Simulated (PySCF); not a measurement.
**Spin-rotation constants: `FC[Si@@H]1C[SiH2][C@@H](F)C1`, C4H10F2Si2**

Molfile (atoms numbered from 1):
```
C4H10F2Si2
     RDKit          3D

 18 18  0  0  0  0  0  0  0  0999 V2000
    2.7115   -0.8202    0.5112 F   0  0  0  0  0  0  0  0  0  0  0  0
    2.5157   -0.0238   -0.6019 C   0  0  0  0  0  0  0  0  0  0  0  0
    0.6674    0.4832   -0.7216 Si  0  0  2  0  0  4  0  0  0  0  0  0
    0.0629    1.2164    0.9346 C   0  0  0  0  0  0  0  0  0  0  0  0
   -1.5087    0.2513    1.4215 Si  0  0  0  0  0  4  0  0  0  0  0  0
   -1.7895   -0.7144   -0.2206 C   0  0  1  0  0  0  0  0  0  0  0  0
   -2.4731    0.1460   -1.0875 F   0  0  0  0  0  0  0  0  0  0  0  0
   -0.4461   -1.0605   -0.8505 C   0  0  0  0  0  0  0  0  0  0  0  0
    2.8582   -0.6044   -1.4598 H   0  0  0  0  0  0  0  0  0  0  0  0
    3.1735    0.8387   -0.4836 H   0  0  0  0  0  0  0  0  0  0  0  0
    0.5357    1.3865   -1.8720 H   0  0  0  0  0  0  0  0  0  0  0  0
    0.8243    1.1302    1.7067 H   0  0  0  0  0  0  0  0  0  0  0  0
   -0.1508    2.2775    0.8332 H   0  0  0  0  0  0  0  0  0  0  0  0
   -1.2723   -0.7083    2.5036 H   0  0  0  0  0  0  0  0  0  0  0  0
   -2.6699    1.0986    1.6849 H   0  0  0  0  0  0  0  0  0  0  0  0
   -2.4344   -1.5962   -0.1421 H   0  0  0  0  0  0  0  0  0  0  0  0
   -0.0176   -1.8935   -0.2914 H   0  0  0  0  0  0  0  0  0  0  0  0
   -0.5954   -1.4008   -1.8761 H   0  0  0  0  0  0  0  0  0  0  0  0
  1  2  1  0
  2  3  1  0
  3  4  1  0
  4  5  1  0
  5  6  1  0
  6  7  1  0
  6  8  1  0
  8  3  1  0
  2  9  1  0
  2 10  1  0
  3 11  1  6
  4 12  1  0
  4 13  1  0
  5 14  1  0
  5 15  1  0
  6 16  1  1
  8 17  1  0
  8 18  1  0
M  END
```

Method: GIAO BHandHLYP/MINI magnetisability, rotational g tensor and spin-rotation constants, non-relativistic, gas phase (PySCF). Geometry: GFN2-xTB.

Task: Give the nuclear spin-rotation constants along the inertial axes (H = +C I·J) beside the isotropic shieldings.

Result: Rotational constants 2.2873, 0.9096, 0.7972 GHz. A star marks the isotopologue with that one atom substituted, in its own axes.
| atom | isotope | Caa (kHz) | Cbb (kHz) | Ccc (kHz) | mean (kHz) | σ (ppm) |
| --- | --- | --- | --- | --- | --- | --- |
| F1 | 19F | -1.787 | -0.275 | -0.096 | -0.719 | 540.1 |
| F7 | 19F | -0.588 | -0.090 | 0.324 | -0.118 | 467.3 |
| H9 | 1H | -0.218 | -0.006 | -0.092 | -0.105 | 27.3 |
| H10 | 1H | -0.159 | -0.097 | -0.033 | -0.096 | 27.3 |
| H11 | 1H | -0.267 | -0.062 | -0.021 | -0.117 | 28.0 |
| H12 | 1H | -0.185 | -0.063 | -0.102 | -0.116 | 30.8 |
| H13 | 1H | -0.282 | -0.114 | -0.021 | -0.139 | 30.7 |
| H14 | 1H | -0.267 | -0.072 | -0.021 | -0.120 | 28.4 |
| H15 | 1H | -0.048 | -0.103 | -0.067 | -0.072 | 28.0 |
| H16 | 1H | -0.179 | -0.101 | -0.012 | -0.097 | 26.7 |
| H17 | 1H | -0.268 | -0.105 | -0.026 | -0.133 | 30.1 |
| H18 | 1H | -0.295 | 0.008 | -0.101 | -0.129 | 29.1 |
| C2 | 13C* | 0.385 | 0.108 | 0.081 | 0.191 | 170.5 |
| Si3 | 29Si* | -0.589 | -0.216 | -0.230 | -0.345 | 649.3 |
| C4 | 13C* | 0.024 | 0.007 | 0.004 | 0.011 | 253.1 |
| Si5 | 29Si* | -0.467 | -0.178 | -0.207 | -0.284 | 682.8 |
| C6 | 13C* | 0.370 | 0.141 | 0.100 | 0.203 | 159.3 |
| C8 | 13C* | 0.132 | 0.058 | 0.065 | 0.085 | 212.9 |

For the geometry as given, no vibrational averaging.
